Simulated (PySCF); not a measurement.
Cost of excited-state runs on `C=C(C)[P@@](=O)(O)CC(C)C`, C7H15O2P

Molfile (atoms numbered from 1):
```
C7H15O2P
     RDKit          3D

 25 24  0  0  0  0  0  0  0  0999 V2000
    3.2609    0.9234   -0.5560 C   0  0  0  0  0  0  0  0  0  0  0  0
    2.4060    0.0457   -0.0590 C   0  0  0  0  0  0  0  0  0  0  0  0
    2.6692   -0.8717    1.0873 C   0  0  0  0  0  0  0  0  0  0  0  0
    0.7641   -0.0775   -0.8514 P   0  0  1  0  0  5  0  0  0  0  0  0
    0.5762    0.7570   -2.0440 O   0  0  0  0  0  0  0  0  0  0  0  0
    0.6570   -1.6568   -1.2147 O   0  0  0  0  0  0  0  0  0  0  0  0
   -0.4573    0.1418    0.5049 C   0  0  0  0  0  0  0  0  0  0  0  0
   -1.8200    0.5632   -0.0362 C   0  0  0  0  0  0  0  0  0  0  0  0
   -2.4372   -0.5561   -0.8657 C   0  0  0  0  0  0  0  0  0  0  0  0
   -2.7450    0.9606    1.1118 C   0  0  0  0  0  0  0  0  0  0  0  0
    2.9726    1.5458   -1.3866 H   0  0  0  0  0  0  0  0  0  0  0  0
    4.2571    1.0528   -0.1622 H   0  0  0  0  0  0  0  0  0  0  0  0
    3.7295   -0.8983    1.3296 H   0  0  0  0  0  0  0  0  0  0  0  0
    2.1190   -0.5424    1.9687 H   0  0  0  0  0  0  0  0  0  0  0  0
    2.3287   -1.8755    0.8386 H   0  0  0  0  0  0  0  0  0  0  0  0
    0.6642   -1.7313   -2.1706 H   0  0  0  0  0  0  0  0  0  0  0  0
   -0.5270   -0.7878    1.0704 H   0  0  0  0  0  0  0  0  0  0  0  0
   -0.0593    0.9201    1.1612 H   0  0  0  0  0  0  0  0  0  0  0  0
   -1.6650    1.4297   -0.6881 H   0  0  0  0  0  0  0  0  0  0  0  0
   -3.4270   -0.2684   -1.2132 H   0  0  0  0  0  0  0  0  0  0  0  0
   -1.8164   -0.7613   -1.7340 H   0  0  0  0  0  0  0  0  0  0  0  0
   -2.5275   -1.4664   -0.2757 H   0  0  0  0  0  0  0  0  0  0  0  0
   -2.3165    1.7769    1.6891 H   0  0  0  0  0  0  0  0  0  0  0  0
   -2.9091    0.1160    1.7785 H   0  0  0  0  0  0  0  0  0  0  0  0
   -3.7085    1.2848    0.7262 H   0  0  0  0  0  0  0  0  0  0  0  0
  1  2  2  0
  2  3  1  0
  2  4  1  0
  4  5  2  0
  4  6  1  6
  4  7  1  0
  7  8  1  0
  8  9  1  0
  8 10  1  0
  1 11  1  0
  1 12  1  0
  3 13  1  0
  3 14  1  0
  3 15  1  0
  6 16  1  0
  7 17  1  0
  7 18  1  0
  8 19  1  0
  9 20  1  0
  9 21  1  0
  9 22  1  0
 10 23  1  0
 10 24  1  0
 10 25  1  0
M  END
```

PySCF with density fitting, on 1 thread of an Arm Neoverse V1, shared host. Command: `OMP_NUM_THREADS=1 python excited_run.py task.json out`

Q: How long does this run take, and how much memory?
- vibronic structure, PBE/def2-SV(P); full response

A: 
| run | level | basis functions | wall time | peak memory (GiB) |
| --- | --- | --- | --- | --- |
| vibronic structure | PBE/def2-SV(P) | 174 | 80 s | 0.92 |

Times from a shared host are rough.
